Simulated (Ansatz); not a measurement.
`CB(Cl)CBr` → B• + Br• + 2 C• + Cl• + 5 H•  (atomization)

Computed with Ansatz on PBE0-D4/def2-TZVP structures; ΔE is electronic, products minus reactants. CCSD(T)/CBS adds triple-zeta CCSD(T) − MP2 to the extrapolated MP2 energy (def2 sets, frozen cores). This one scheme is used for every species, atoms too. Functionals use def2-TZVPP. No spin–orbit coupling; open shells (•) take unrestricted orbitals. Spin–orbit coupling would lower the free atoms: a little for B, C, Cl; clearly for Br. Bonds to Br are less sure, by a few kJ/mol each and by 10 to 20 or more in all where they break to atoms, as the def2 sets lack core-valence functions. Scalar relativity is left out up to krypton. One conformer a species, not always the lowest.

`CB(Cl)CBr`:

```xyz
10

C     1.013    0.217   -0.933
B    -0.056   -0.540   -0.097
Cl   -0.486   -2.194   -0.528
C    -0.763    0.081    1.156
Br   -2.211    1.045    0.247
H     2.001   -0.115   -0.585
H     0.967   -0.020   -1.997
H     0.969    1.300   -0.799
H    -1.241   -0.612    1.843
H    -0.193    0.838    1.691
```

**Question.** What is ΔE at CCSD(T)/CBS? (Best estimate.)

**Answer.** The calculation gave: +3682.0 kJ/mol.

**Question.** What do these levels give: revPBE-D4, PBE0-D4, ωB97M-V, PBE, BHLYP, CCSD/def2-SVP, CCSD(T)/def2-SVP, HF/def2-TZVPP, CCSD(T)/def2-TZVPP, HF/def2-QZVPP, MP2/CBS(def2), CCSD/CBS(def2)? (An estimate is asked.)

**Answer.** The calculation gave: revPBE-D4 3686.4, PBE0-D4 3727.2, ωB97M-V 3699.2, PBE 3748.4, BHLYP 3569.1, CCSD/def2-SVP 3482.8, CCSD(T)/def2-SVP 3520.3, HF/def2-TZVPP 2798.0, CCSD(T)/def2-TZVPP 3597.7, HF/def2-QZVPP 2798.6, MP2/CBS(def2) 3757.1, CCSD/CBS(def2) 3627.0 kJ/mol.

Largest T1 diagnostic among the species: 0.014.

From PBE to PBE0 (25 % exact exchange), in def2-TZVPP and without D4, ΔE moves by −42.1 kJ/mol: exact exchange takes away binding that semilocal exchange gives to molecules. Leaving LDA and LC-ωPBE aside and taking each functional with its dispersion term where it has one, the values, not all of them listed here, spread over 172.9 kJ/mol, from BHLYP-D4 to PBE-D4. LDA lies +457.9 kJ/mol from PBE without D4, its usual overbinding. The D4 term adds +39.7 kJ/mol with B3LYP and +20.8 kJ/mol with PBE0; it sums over pairs of atoms, weighted by their polarisabilities, and B3LYP, whose exchange is more repulsive, gets the larger term.

B3LYP here is the variant with VWN-RPA as its local correlation; programs differ in this.

For atomizations the MP2-based limit and the directly extrapolated one differ by several kJ/mol either way, and by 10 to 25 for some Ge, Se and Sn compounds, so smaller differences from it don't rank the levels.
